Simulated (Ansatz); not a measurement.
Breaking a bond: H6Al2O2, singlet. The Al1–H10 bond (Al1 also carries Al, H, O, O; H10 carries nothing else) is varied alone, starting from the PBE0/def2-SVP optimised geometry.

Computed with CCSD(T) on UHF/cc-pVDZ, frozen core (Ansatz, a program for electronic structure).

Relative to R = 1.59 Å, what are the energies at R = 1.40, 1.90, 2.33, 4.63 Å?

11.1 mEh at 1.40 Å, 16.2 mEh at 1.90 Å, 57.4 mEh at 2.33 Å, 140.2 mEh at 4.63 Å.

The unrestricted determinant behind UCCSD(T) is spin-contaminated at 2.63 to 4.63 Å (<S²> up to 1.0, against 0.00 for a pure singlet).
